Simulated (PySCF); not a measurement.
SMILES c1(-c2c(C#N)ccs2)sccn1, singlet (GFN2-xTB optimised geometry):

```
16

N     -0.141    -3.132     0.000
C      0.438    -2.142    -0.001
C      1.194    -0.959     0.000
C      2.613    -0.959     0.000
C      3.128     0.296     0.000
S      1.915     1.516     0.000
C      0.663     0.321     0.000
C     -0.696     0.744     0.000
N     -1.050     1.991     0.000
C     -2.384     2.140     0.000
C     -3.099     0.980     0.000
S     -2.053    -0.380     0.000
H      3.198    -1.860     0.000
H      4.162     0.579     0.000
H     -2.797     3.132     0.000
H     -4.162     0.849     0.000
```

Computed with PBE0/def2-TZVP in PySCF 2.14.0.

Problem. What are the frontier orbital energies and the dipole moment?

Solution. HOMO-2 -8.37 eV, HOMO-1 -7.88 eV, HOMO -6.70 eV, LUMO -2.39 eV, LUMO+1 -0.33 eV; dipole moment 2.66 D.

Meta-Löwdin charges at PBE0/def2-TZVP: N1 -0.21, C2 0.10, C3 -0.06, C4 -0.13, C5 -0.26, S6 0.36, C7 -0.11, C8 0.00, N9 -0.26, C10 -0.04, C11 -0.29, S12 0.30, H13 0.15, H14 0.15, H15 0.14, H16 0.16.
